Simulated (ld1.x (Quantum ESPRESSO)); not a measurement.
**Ag (Z = 47), TM: configuration errors across variants**

```
Element                 : Ag
Generator               : ld1.x (Quantum ESPRESSO) 7.5
Type                    : norm-conserving Troullier–Martins (Kleinman–Bylander form)
Functional              : LDA (PZ)
Relativity              : scalar-relativistic
Frozen core             : [Kr]
Valence charge          : 11
Reference configuration : 4d10 5s0 5p0 (charge +1)
Partial waves           : 5s (bound, empty): rc 2.50 bohr; 5p (bound, empty): rc 3.20 bohr; 4d (bound): rc 1.70 bohr
Local potential         : the d channel
Core correction         : a·sin(br)/r model core inside 0.80 bohr
```

All-electron excitation energies from the reference (eV): (1) 4d10 5s1 5p0 -8.102; (2) 4d9 5s0 5p0 22.383; (3) 4d8 5s0 5p0 58.817; (4) 4d7 5s0 5p0 110.744; (5) 4d10 5s0.5 5p0 -4.917; (6) 4d9 5s1 5p0 5.276; (7) 4d9 5s1 5p1 0.469; (8) 4d10 5s1 5p0 spin -8.251; (9) 4d9 5s0 5p0 spin 22.222.

Spin tests fill each open shell by Hund’s rule, majority spin first.

Tests that are not counted but printed errors over 1 eV. “all radii but the core radius scaled by about 1.30 (s 3.24, p 4.16, d 2.20 bohr)”: 4d9 5s1 5p1 (solver errors, printed error -2.5 eV). “all radii but the core radius scaled by about 1.37 (s 3.42, p 4.38, d 2.32 bohr)”: 4d9 5s1 5p1 (solver errors, printed error -2.5 eV).

A true bound ghost makes a file unfit for plane-wave use even where its test errors are small: the radial tests pick states by their node count and pass the ghost by. Where a test does run into it, the solver fails or the error is huge.

Errors AE − PS in meV (a dash: test not solved or not reliable):

| change | (1) | (2) | (3) | (4) | (5) | (6) | (7) | (8) | (9) | bound ghosts |
| --- | --- | --- | --- | --- | --- | --- | --- | --- | --- | --- |
| base | -7.9 | -61 | -341 | -997 | -2.2 | -87 | -120 | -7.4 | -54 | s, p |
| all radii but the core radius scaled by about 0.84 (s 2.10, p 2.68, d 1.42 bohr) | -8.5 | -58 | -328 | -974 | -2.4 | -90 | -127 | -7.7 | -51 | s, p |
| all radii but the core radius scaled by about 0.89 (s 2.24, p 2.86, d 1.52 bohr) | -8.8 | -59 | -332 | -981 | -2.4 | -93 | -129 | -8.0 | -52 | s, p |
| all radii but the core radius scaled by about 1.07 (s 2.68, p 3.42, d 1.82 bohr) | -6.8 | -65 | -353 | -1013 | -1.9 | -79 | -109 | -6.8 | -57 | s, p |
| all radii but the core radius scaled by about 1.15 (s 2.88, p 3.68, d 1.96 bohr) | -5.4 | -70 | -368 | -1023 | -1.5 | -60 | -86 | -6.7 | -61 | s, p |
| all radii but the core radius scaled by about 1.24 (s 3.10, p 3.96, d 2.10 bohr) | -4.7 | -76 | -382 | -1011 | -1.5 | -30 | -54 | -7.9 | -67 | s, p |
| all radii but the core radius scaled by about 1.30 (s 3.24, p 4.16, d 2.20 bohr) | -5.2 | -81 | -386 | -979 | -1.8 | -3.6 | – | -10 | -71 | s, p |
| all radii but the core radius scaled by about 1.37 (s 3.42, p 4.38, d 2.32 bohr) | -6.8 | -85 | -383 | -914 | -2.5 | +28 | – | -14 | -75 | s, p |

**Question.** Give the same row for: all radii but the core radius scaled by about 0.76 (s 1.90, p 2.44, d 1.30 bohr).

**Answer.** -6.5, -58, -326, -970, -1.8, -78, -114, -6.1, -51; bound ghosts: s, p.
